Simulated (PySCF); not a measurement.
Compound: C6H11NSi2.
Geometry (GFN2-xTB, Å), atoms numbered from 1 in this order:
```
atom  x, y, z in Å
N1    -1.286   -2.898    1.680
C2    -1.447   -2.218    0.774
C3    -1.620   -1.326   -0.343
C4    -1.102    0.043    0.019
C5     0.151    0.382    0.378
C6     1.378   -0.428    0.498
Si7    2.347   -0.455   -1.151
C8     0.080    1.874    0.609
Si9   -1.794    1.787    0.182
H10   -2.681   -1.280   -0.599
H11   -1.068   -1.736   -1.197
H12    2.018   -0.012    1.277
H13    1.128   -1.452    0.783
H14    3.550   -1.269   -0.974
H15    1.499   -1.029   -2.199
H16    2.709    0.914   -1.524
H17    0.345    2.156    1.627
H18    0.723    2.437   -0.066
H19   -2.211    2.453   -1.052
H20   -2.724    2.066    1.274
```

Probes without a nucleus sit at each ring's centroid and 1 Å off its mean plane on both sides; NICS is minus the shielding there, NICSzz its component along the normal. Level: GIAO PBE0/pcSseg-1 (PySCF, non-relativistic, gas phase) on the GFN2-xTB geometry, one conformer.

Ring bond lengths (Å), with Mayer bond orders in brackets: C4–C5 1.347 (1.76), C5–C8 1.511 (1.02), C8–Si9 1.924 (0.91), Si9–C4 1.884 (0.93).

Q: What do the NICS probes read (ppm)?

A: 
| ring | type | NICS(0) | NICS(1), two faces | NICS(1)zz, two faces | rms pucker (Å) | centre to ring atoms, mean (Å) |
| --- | --- | --- | --- | --- | --- | --- |
| C4–C5–C8–Si9 | 4-membered ring with Si; formal bonds 1 double, 3 single | -1.1 | -2.8 / -3.0 | 2.7 / 2.5 | 0.01 | 1.17 |

Q: What do they say, and how far can they be read as aromaticity?

A: 
- C4–C5–C8–Si9: mean NICS(1)zz 2.6 ppm, near zero. C8, Si9 have four or more neighbours, so the value isn't read as a sign of a π ring current.

Q: What are the shieldings of the ring atoms and their hydrogens in the same run (means over atoms taken as equivalent)?

A: 
```
   atoms                      environment  σ isotropic (ppm)  principal values of the symmetric part, first atom (ppm)
      C4  fully substituted alkene carbon               55.2                                        -35.5, 58.2, 143.1
      C5  fully substituted alkene carbon               13.6                                       -109.5, 14.4, 136.0
      C8      sp3 carbon bound to silicon              166.2                                       148.8, 161.2, 188.5
     Si9                     SiH2 silicon              399.7                                       363.6, 396.0, 439.5
H17 (×2)               methylene hydrogen              29.83                                          26.8, 27.4, 35.6
H19 (×2)                    Si–H hydrogen              26.87                                          24.1, 24.8, 31.9
```
